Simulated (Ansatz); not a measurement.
Computed with Ansatz.

A structure relaxed at PBE0-D4/def2-TZVP, charge 0, multiplicity 1:

```xyz
12

N     1.061    0.563    1.056
C     0.090   -0.081    0.264
Si   -0.704    0.992   -1.066
C     0.169   -1.527    0.067
O    -0.838   -0.999    0.909
H     0.678    1.353    1.558
H     1.502   -0.064    1.718
H    -1.750    0.194   -1.752
H     0.318    1.440   -2.046
H    -1.315    2.187   -0.425
H     0.964   -2.071    0.575
H    -0.174   -1.987   -0.858
```

(1) Give its formula and SMILES.

(2) Summarise the bond lengths by kind.

Results:

(1) C2H7NOSi, `NC1([SiH3])CO1`.

(2) 1 × C–N 1.409 Å; 2 × H–N 1.012 to 1.013 Å; 1 × C–Si 1.884 Å; 1 × C–C 1.461 Å; 2 × C–O 1.415 to 1.456 Å; 3 × H–Si 1.484 to 1.488 Å; 2 × C–H 1.089 to 1.090 Å.
